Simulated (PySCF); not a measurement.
Isomers of C6H12N2Si, mass 140.077 u with the commonest isotopes. Level of theory: PBE0/pcSseg-1 in PySCF (dipole) on a GFN2-xTB geometry, gas phase. One conformer each, none proved a minimum here; rigid rotors.

Problem. Order these by rotational constant B, smallest first.
A. `[CH:1]#[C:2][C@@:3]([CH3:4])(/[CH:5]=[N:6]\[CH3:7])[NH:8][SiH3:9]` with C2–C3–C5–N6 64°, C2–C3–N8–Si9 36°
B. `[N:1]#[C:2][SiH2:3][CH2:4][NH:5][CH2:6][CH:7]1[CH2:8][CH2:9]1` with C2–Si3–C4–N5 -179°, Si3–C4–N5–C6 -166°, C4–N5–C6–C7 -67°, N5–C6–C7–C8 -79°
C. `[CH3:1][c:2]1[cH:3][cH:4][n:5]([SiH:6]([CH3:7])[CH3:8])[n:9]1` with C4–N5–Si6–C7 -153°

Solution. B (453.7 MHz), C (876.6 MHz), A (1080 MHz).

Problem. Order these by rotational constant C, smallest first.
A. `[N:1]#[C:2][SiH2:3][CH2:4][NH:5][CH2:6][CH:7]1[CH2:8][CH2:9]1` with C2–Si3–C4–N5 -179°, Si3–C4–N5–C6 -166°, C4–N5–C6–C7 -67°, N5–C6–C7–C8 -79°
B. `[CH:1]#[C:2][C@@:3]([CH3:4])(/[CH:5]=[N:6]\[CH3:7])[NH:8][SiH3:9]` with C2–C3–C5–N6 64°, C2–C3–N8–Si9 36°
C. `[CH3:1][CH2:2][CH2:3][n:4]1[n:5][cH:6][cH:7][c:8]1[SiH3:9]` with C1–C2–C3–N4 -179°, C2–C3–N4–N5 -87°

Solution. A (434.9 MHz), C (716.4 MHz), B (994.3 MHz).

Problem. Order these by rotational constant A, smallest first.
A. `[CH3:1][CH2:2][CH2:3][n:4]1[n:5][cH:6][cH:7][c:8]1[SiH3:9]` with C1–C2–C3–N4 -179°, C2–C3–N4–N5 -87°
B. `[CH:1]#[C:2][C@@:3]([CH3:4])(/[CH:5]=[N:6]\[CH3:7])[NH:8][SiH3:9]` with C2–C3–C5–N6 64°, C2–C3–N8–Si9 36°
C. `[CH3:1][c:2]1[cH:3][cH:4][n:5]([SiH:6]([CH3:7])[CH3:8])[n:9]1` with C4–N5–Si6–C7 -153°
D. `[N:1]#[C:2][SiH2:3][CH2:4][NH:5][CH2:6][CH:7]1[CH2:8][CH2:9]1` with C2–Si3–C4–N5 -179°, Si3–C4–N5–C6 -166°, C4–N5–C6–C7 -67°, N5–C6–C7–C8 -79°

Solution. B (1619 MHz), A (1772 MHz), C (2819 MHz), D (3882 MHz).

```
                    SMILES  point group  Ia (u·Å²)  Ib (u·Å²)  Ic (u·Å²)      κ  μa (D)  μb (D)  μc (D)
C#C[C@@](C)(/C=N\C)N[SiH3]           C1     312.11     468.12     508.29  -0.73    1.19    0.57    0.15
          CCCn1nccc1[SiH3]           C1     285.23     469.30     705.46  -0.32    0.78    1.60    0.11
         N#C[SiH2]CNCC1CC1           C1     130.18    1113.79    1162.17  -0.99    3.97    1.41    0.68
       Cc1ccn([SiH](C)C)n1           C1     179.26     576.52     718.12  -0.84    1.17    1.27    0.46
```
